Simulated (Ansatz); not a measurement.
Input and output for C2H6GaGeN (`[CH3][Ga]1[GeH2][C]1=N`).

```yaml
crystal:
  periodic: [false, false, false]
  atoms:
    - {symbol: C, position_ang: [-1.651505, 0.089200, 1.404143]}
    - {symbol: Ga, position_ang: [-0.344150, -0.087624, 0.087074]}
    - {symbol: Ge, position_ang: [1.576931, 1.035712, -0.507509]}
    - {symbol: C, position_ang: [1.181926, -0.669358, -1.069128]}
    - {symbol: N, position_ang: [1.066920, -1.288731, -2.013704]}
    - {symbol: H, position_ang: [-1.893022, -0.885855, 1.911052]}
    - {symbol: H, position_ang: [-2.726299, 0.299317, 0.884988]}
    - {symbol: H, position_ang: [-1.485624, 0.878918, 2.046694]}
    - {symbol: H, position_ang: [0.227362, 1.860686, -0.640461]}
    - {symbol: H, position_ang: [1.263955, 0.537161, 0.882453]}
    - {symbol: H, position_ang: [2.297718, -1.326283, -2.375612]}
basis:
  gaussian: {orbitals: def2-mTZVPP}
hamiltonian: {xc: {name: CAM-B3LYP}, dispersion: d3bj}
output: {forces: true}
```

```sh
$ ansatz run in.yaml --threads 4 --pin off --events-out ev --progress --plain --max-ram 10444MiB
```

Shortened log:

```
Functional definition: CAM-B3LYP
  name "CAM-B3LYP"
  cite "Yanai, Tew & Handy, Chem. Phys. Lett. 393, 51 (2004) doi:10.1016/j.cplett.2004.06.011"
  cite "Iikura, Tsuneda, Yanai & Hirao, J. Chem. Phys. 115, 3540 (2001) doi:10.1063/1.1383587"
  cite "Becke, Phys. Rev. A 38, 3098 (1988) doi:10.1103/PhysRevA.38.3098"
  cite "Lee, Yang & Parr, Phys. Rev. B 37, 785 (1988) doi:10.1103/PhysRevB.37.785"
  cite "Vosko, Wilk & Nusair, Can. J. Phys. 58, 1200 (1980) doi:10.1139/p80-159"
  parameter alpha = 0.19
  parameter beta = 0.46
  parameter omega = 0.33/bohr
  parameter ac = 0.81
  # Exact exchange under (alpha + beta erf(omega r))/r, Becke's under what is left of 1/r.
  exchange = (1 - alpha - beta)*b88_x + beta*b88_x_sr(omega) + alpha*exact_x + beta*exact_x_lr(omega)
  correlation = (1 - ac)*vwn5_c + ac*lyp_c
1523 factors; integrals over basis functions are off by at most 1.3e-3 eV
452 factors; integrals over basis functions are off by at most 1.0e-5 eV
mean field evaluation 1: about -112547.2681 eV, gradient 7.1e1 eV
mean field evaluation 2: about -112542.7224 eV, gradient 8.5e1 eV
mean field evaluation 4: about -112557.2394 eV, gradient 5.2e0 eV
mean field evaluation 8: about -112557.4014 eV, gradient 4.6e-1 eV
mean field evaluation 16: about -112557.4049 eV, gradient 5.5e-3 eV
mean field -112557.40492159 eV, -4136.4083367191 hartree, gradient 6.7e-5 eV, S^2 0.000000; 0 other end points of the search recorded, 0 dependent functions left out
the calculation of the forces begins
reference -112557.40505067 eV, -4136.4083414626 hartree; 44, 44 occupied and 120, 120 virtual orbitals, 1523 factors
Total energy: -112557.63503422 eV, -4136.4167932023 hartree
Atom 0 at    -1.651505     0.089200     1.404143 Å, force    -4.852254    -1.778521    -1.364493 eV/Å
Atom 1 at    -0.344150    -0.087624     0.087074 Å, force    -1.610717    -1.772359     0.140188 eV/Å
Atom 2 at     1.576931     1.035712    -0.507509 Å, force     6.438721     4.864254    -0.593755 eV/Å
Atom 3 at     1.181926    -0.669358    -1.069128 Å, force    -3.212772     5.028098     7.905178 eV/Å
Atom 4 at     1.066920    -1.288731    -2.013704 Å, force     4.596601    -7.709716   -10.100792 eV/Å
Atom 5 at    -1.893022    -0.885855     1.911052 Å, force     0.669982     0.986764    -0.189838 eV/Å
Atom 6 at    -2.726299     0.299317     0.884988 Å, force     2.471598    -0.238602     0.985647 eV/Å
Atom 7 at    -1.485624     0.878918     2.046694 Å, force     0.342752     1.502290     1.690184 eV/Å
Atom 8 at     0.227362     1.860686    -0.640461 Å, force    -1.015978    -1.029039     0.002299 eV/Å
Atom 9 at     1.263955     0.537161     0.882453 Å, force    -0.392249     0.079599     1.846733 eV/Å
Atom 10 at     2.297718    -1.326283    -2.375612 Å, force    -3.435682     0.067232    -0.321351 eV/Å
Dipole moment:    -0.433448     0.007607     0.357282 e Å
```

It took 6 s on 4 threads of an Arm Neoverse V2 on a shared host, with 0.58 GiB of host memory at the peak.
